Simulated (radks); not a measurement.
Values are calculated unless marked as measured or tabulated.
Neutral krypton inside a hard spherical wall (all orbitals vanish at R), configuration held at [Kr] and not refilled when levels cross. Level of theory: scalar-relativistic Kohn-Sham, PBE, spin-polarised, spherical densities, finite nucleus; Fermi nuclear charge, rms radius 4.1884 fm (a radial shooting solver on a logarithmic mesh with Libxc functionals). Eigenvalues in eV for spin up, with the zero of energy where the potential of the charges vanishes at infinity; a dash marks a level that is unbound or too diffuse for the functional's potential to be trusted. A positive occupied level is held by the wall or, in an anion where self-interaction has pushed it up, behind a barrier. The pressure on the wall is -dE/dV.

\begin{tabular}{lrrrrrrrrr}
R (bohr) & E (hartree) & kinetic (hartree) & e(3p) & e(3d) & e(4s) & e(4p) & e(5s, empty) & e(5p, empty) & pressure (GPa) \\ \hline
free & -2790.24145 & 2854.019 & -195.19 & -81.402 & -23.049 & -9.247 & - & - & 0 \\
20 & -2790.24145 & 2854.019 & -195.19 & -81.402 & -23.049 & -9.247 & - & - & < 0.0001 \\
10 & -2790.24144 & 2854.019 & -195.19 & -81.401 & -23.048 & -9.247 & -0.039 & 1.739 & 0.000378 \\
7 & -2790.24005 & 2854.033 & -195.10 & -81.312 & -22.974 & -9.176 & 1.625 & 4.792 & 0.110 \\
6 & -2790.23422 & 2854.082 & -194.85 & -81.058 & -22.773 & -8.977 & 3.518 & 7.757 & 0.773 \\
5 & -2790.20360 & 2854.293 & -193.94 & -80.160 & -22.089 & -8.267 & 7.810 & 13.845 & 5.92 \\
4 & -2790.03302 & 2855.259 & -190.83 & -77.066 & -19.808 & -5.739 & 19.044 & 28.150 & 53.4 \\
3 & -2788.95588 & 2860.064 & -180.22 & -66.572 & -11.531 & 4.022 & 54.778 & 69.144 & 636 \\
2.5 & -2786.81097 & 2868.039 & -167.74 & -54.291 & 0.319 & 18.114 & 101.60 & 119.81 & 2610 \\
2 & -2780.25617 & 2889.428 & -144.40 & -31.244 & 29.994 & 52.473 & 206.28 & 228.90 & 13200 \\
1.5 & -2755.80875 & 2961.605 & -93.399 & 21.009 & 126.02 & 157.44 & 486.11 & 509.59 & 98100 \\
\end{tabular}
